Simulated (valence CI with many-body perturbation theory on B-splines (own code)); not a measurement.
Dy LII: key properties

Calculated by relativistic CI+MBPT: five valence electrons over a frozen Dirac-Fock core [Ne], a basis of 9 s, 9 p, 8 d, 6 f, 3 g, 1 h functions for each j, with the one-electron correlation potential Σ1, the two-electron term Σ2, the three-electron term Σ3, Breit, model QED; selected CI, second order for the rest (own B-spline code, finite nucleus).

No measured spectrum was set against this ion. As an estimate, large intervals hold to a few tenths of a per cent, small ones and those within an open d or f shell to about a per cent. Among the levels kept, up to 610 cm⁻¹ of a level comes from second order outside the variational space, and about a tenth of that is noise between levels of different J, which matters for small intervals.

Levels are named by their leading jj configuration (3d3/2^4 stands for four electrons in 3d with j = 3/2), which in mixed levels can hold well under half, so a name can repeat and another be missing.

Rates and lifetimes use the calculated energies. Strong lines usually hold to 10 to 20 %, long lifetimes can be off by a factor of two.

Q: What is the ground level?

A: (3s^2 3p1/2^2 3p3/2) J=3/2, composition 47 % 3s²3p³ ²P° + 26 % 3s²3p³ ²D° + 26 % 3s²3p³ ⁴S°, g = 1.356.

Q: Among levels below 47.790 Ry, which E1 lines absorb most strongly from the ground level?

A: to (3s^2 3p1/2 3p3/2 3d3/2) J=3/2 at 2.856 nm, f = 0.310; to (3s^2 3p1/2 3p3/2 3d3/2) J=5/2 at 2.908 nm, f = 0.274; to (3s^2 3p1/2 3p3/2 3d3/2) J=1/2 at 2.856 nm, f = 0.112.

Q: What is the ionisation energy?

A: 4631.9 eV; NIST lists 4629 ± 4 eV (theoretical).

Q: What are the static dipole polarisabilities of the lowest levels?

A: (3s^2 3p1/2^2 3p3/2) J=3/2 0.00490 (tensor 0.00039) bohr³, of which the core gives 7.55e-05.

Q: How well does LS coupling describe the low levels?

A: Among the lowest 20 levels the leading LS term, summed over configurations, holds 53 % on average. For single configurations the figures are 51 % in LS and 93 % in jj coupling. Terms mix most in the J = 5/2 level at 18.785 Ry, where the leading one holds 31 %.

Q: Where does the other parity begin?

A: At (3s^2 3p1/2^2 3d3/2) J=3/2, 14.555 Ry.

Q: Name the longest-lived excited levels whose lifetime is computed, and their main decay.

A: (3s^2 3p1/2 3p3/2 3d5/2) J=9/2 at 33.023 Ry lives 960 ns, mostly by M1 to (3s^2 3p1/2 3p3/2 3d3/2) J=7/2; (3s^2 3p1/2 3p3/2^2) J=5/2 at 15.026 Ry lives 73.9 ns, mostly by M1 to (3s^2 3p1/2^2 3p3/2) J=3/2; (3s^2 3p1/2 3p3/2^2) J=1/2 at 15.994 Ry lives 21.7 ns, mostly by M1 to (3s^2 3p1/2^2 3p3/2) J=3/2.
